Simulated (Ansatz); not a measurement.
`C[Si](C)(F)P` + H₂O → `C[Si](C)(O)P` + H–F at 600 K and 1 bar (formal hydrolysis of the Si–F bond).

Isolated molecules relaxed with PBE0-D4/def2-TZVP in Ansatz; ΔE leaves out vibrations. CCSD(T)/CBS is the MP2 limit (def2-TZVPP, def2-QZVPP) plus CCSD(T) − MP2 in def2-TZVPP, frozen cores. This one scheme is used for every species. One conformer a species, not always the lowest.

```json
{"species": "`C[Si](C)(F)P`", "CCSD(T)/CBS energy (Eh)": "-810.83224", "H − E (kJ/mol)": "324.3", "S (J/(mol·K))": "490.0"}
{"species": "H₂O", "CCSD(T)/CBS energy (Eh)": "-76.37941", "H − E (kJ/mol)": "76.8", "S (J/(mol·K))": "212.8"}
{"species": "`C[Si](C)(O)P`", "CCSD(T)/CBS energy (Eh)": "-786.79678", "H − E (kJ/mol)": "359.0", "S (J/(mol·K))": "510.4"}
{"species": "H–F", "CCSD(T)/CBS energy (Eh)": "-100.39570", "H − E (kJ/mol)": "42.3", "S (J/(mol·K))": "194.0"}
```

H − E and S are ideal-gas, rigid-rotor, harmonic terms from PBE0-D4/def2-TZVP, for one conformer and one mirror image of each species. 1 Eh = 2625.50 kJ/mol, R = 8.31446 J/(mol·K).

Task: By hand: ΔE, ΔH, ΔS and ΔG.

Result: ΔE = (-786.79678) + (-100.39570) − (-810.83224) − (-76.37941) = 0.01917 Eh = 50.3 kJ/mol. Δ(H − E) = 359.0 + 42.3 − 324.3 − 76.8 = 0.2, so ΔH = 50.5 kJ/mol. ΔS = 510.4 + 194.0 − 490.0 − 212.8 = 1.6 J/(mol·K). ΔG = 50.5 − 600 × (1.6)/1000 = 49.5 kJ/mol.

Task: By hand: the equilibrium constant, and the temperature at which ΔG would vanish if ΔH and ΔS stayed fixed.

Result: log₁₀ K = −ΔG/(RT ln 10) = -4.3. ΔG = 0 at ΔH/ΔS = 31562 K, far beyond where these terms or the molecules hold.

The number of gas molecules stays the same, so ΔS is small and ΔH decides. A doubt of 5 kJ/mol in ΔE shifts log₁₀ K by 0.4 here. Other conformers and mirror images would add mixing entropy, several J/(mol·K) or more a flexible species. These are equilibria of isolated gas molecules and say nothing of rates. Largest T1 diagnostic: 0.012 (customary marks: 0.02 for closed shells, 0.045 for open ones).
